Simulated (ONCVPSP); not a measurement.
## nitrogen (N): excitation energies, all-electron against ONCV

- Element: N
- Generator: ONCVPSP 4.0.1
- Type: optimised norm-conserving Vanderbilt (ONCV)
- Functional: Wu-Cohen
- Relativity: scalar-relativistic
- Frozen core: [He]
- Valence charge: 5
- Reference configuration: 2s2 2p3
- Partial waves: 2s: rc 0.70 bohr, ncon 4, nbas 9, qcut 8.1 1/bohr, 2 projectors, debl 0.3 Ha; 2p: rc 2.25 bohr, ncon 5, nbas 10, qcut 5.9 1/bohr, 2 projectors, debl 1.6 Ha; d scattering state at 0.29 Ha: rc 2.15 bohr, ncon 3, nbas 6, qcut 4.5 1/bohr, 2 projectors, debl 2.5 Ha
- Local potential: polynomial inside 0.70 bohr (lpopt 3, dvloc0 -1 Ha)
- Core correction: Teter function, fcfact 4.75, rcfact 1.3

In the s channel the program set the typed energies aside and used -0.679, 0.250 Ha.

Energies are relative to the spin-unpolarised reference configuration 2s2 2p3; without spin polarisation the order of configurations can differ from experiment.

Task: Give the all-electron excitation energy and the error of the potential for: 2s2 2p2; 2s2 2p1; 2s2 2p0; 2s1 2p4.

Result:

```json
{"valence configuration": "2s2 2p2", "charge": "+1", "ΔE all-electron (eV)": "13.561", "error AE − PS (meV)": "+92"}
{"valence configuration": "2s2 2p1", "charge": "+2", "ΔE all-electron (eV)": "42.379", "error AE − PS (meV)": "+680"}
{"valence configuration": "2s2 2p0", "charge": "+3", "ΔE all-electron (eV)": "89.372", "error AE − PS (meV)": "+2414"}
{"valence configuration": "2s1 2p4", "charge": "0", "ΔE all-electron (eV)": "11.430", "error AE − PS (meV)": "-16"}
```

Levels in the configuration 2s2 2p1:

| level | all-electron (eV) | pseudo (eV) |
| --- | --- | --- |
| 2s | -49.051 | -48.581 |
| 2p | -37.463 | -36.429 |

Note: ghosts flagged at negative energy: s at -289.9 eV, d at -679.2 eV; no localised positive-energy state flagged. A true bound ghost makes a file unfit for plane-wave use.
